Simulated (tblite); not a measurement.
Compound: C4H5ClO2.
Atom-mapped SMILES: `[CH3:1][O:2][C@H:3]1[O:4][CH:5]=[C:6]1[Cl:7]` (hydrogens: H8, H9, H10 on C1; H11 on C3; H12 on C5)

Computed geometry: GFN2-xTB, gas phase.

**Question.** What internal coordinates does the optimisation give?

**Answer.** 
```tsv
bond	length (Å)
C1–O2	1.419
O2–C3	1.359
C3–O4	1.465
O4–C5	1.382
C5=C6	1.336
C6–Cl7	1.687
C3–C6	1.515
C1–H8, C1–H9, C1–H10	1.092
C3–H11	1.101
C5–H12	1.071
```

Bonds in one row agree within 0.01 Å and their mean is given. A selection of angles:
```tsv
angle	degrees
O2–C1–H8	110.6
O2–C1–H10	105.9
H8–C1–H9	109.5
C1–O2–C3	114.0
O2–C3–O4	115.0
O2–C3–C6	116.4
O2–C3–H11	113.2
O4–C3–C6	86.0
O4–C3–H11	108.0
C6–C3–H11	115.1
C3–O4–C5	88.7
O4–C5–C6	96.9
O4–C5–H12	122.8
C6–C5–H12	140.3
C5–C6–Cl7	138.3
C3–C6–C5	88.4
C3–C6–Cl7	133.3
```

Torsions: C1–O2–C3–O4 74° (synclinal); O2–C3–O4–C5 118° (anticlinal); C3–O4–C5–C6 -1° (synperiplanar); O4–C5–C6–Cl7 179° (antiperiplanar); O2–C3–C6–C5 -117° (anticlinal).

Of the pairs four or more bonds apart, H9···H11 is among the closest relative to their van der Waals radii: 2.40 Å, 100 % of the sum of Bondi's values. The C–C distances run from 1.336 Å (C5=C6, drawn double) to 1.515 Å (C3–C6, drawn single), a spread of 0.179 Å. The 4-membered ring C3–O4–C5–C6 has internal angles of 86.0° to 96.9°; it is planar, 0.00 Å rms from its mean plane, widest ring torsion 1°. O2 (ether oxygen) is bent (angle 114.0°). The 4 C–O bonds span 1.359 Å (O2–C3, drawn single) to 1.465 Å (C3–O4, drawn single), a spread of 0.106 Å.

Point group: C1 (no symmetry element, even within 0.4 Å). Its GFN2-xTB frequencies are all real (lowest 91 cm⁻¹). The numbers are those of one conformer. 2 starts were optimised and ended at 0.00 and 3.10 kcal/mol (GFN2-xTB); the lowest of these is shown.

Run on Arm Neoverse N1, one thread, no GPU, on a shared host. This is the geometry optimisation.
